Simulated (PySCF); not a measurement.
**Polarisability and C₆ of Tl (thallium, neutral)**

[Xe] 4f14 5d10 6s1 6p2, high-spin 4P determinant (an excited configuration). Computed with PySCF 2.14 in aug-cc-pVQZ-PP with one added diffuse shell each of s, p, d, f, g type with ECP60MDF (8s8p6d4f3g, 117 functions), with scalar relativity through the core potential. Coupled (time-dependent) response in atomic units; α is the mean over directions.

```csv
method,mean α (bohr³),"α xx, yy, zz",C₆ (like pair),S(−4)
PBE0,74.21,"53.50, 84.56, 84.56",853.7,2611
```

S(−4) is the Cauchy moment in α(ω) = α(0) + S(−4) ω² + …

Spin-orbit coupling is absent.

α(iu) at PBE0:

```csv
u (hartree),α(iu) (bohr³)
0,74.21
0.0500,68.39
0.100,56.47
0.200,36.15
0.300,24.53
0.500,13.90
0.750,8.683
1.00,6.204
1.50,3.802
2.00,2.615
3.00,1.454
5.00,0.6240
```

A single London oscillator, α(iu) = α/(1 + u²/ω²), gives C₆ = (3/4) ω α². Matching the computed C₆ needs ω = 4 × 853.7 / (3 × 74.21²) = 0.207 hartree.

The components differ because the open shell of this determinant is not spherical; for a pure term their mean is the scalar polarisability.

Energies and moments cover only the electrons outside the core potential. Spin-orbit coupling is strong in this species (close to jj coupling), so the high-spin LS determinant is a model state, not a physical level.
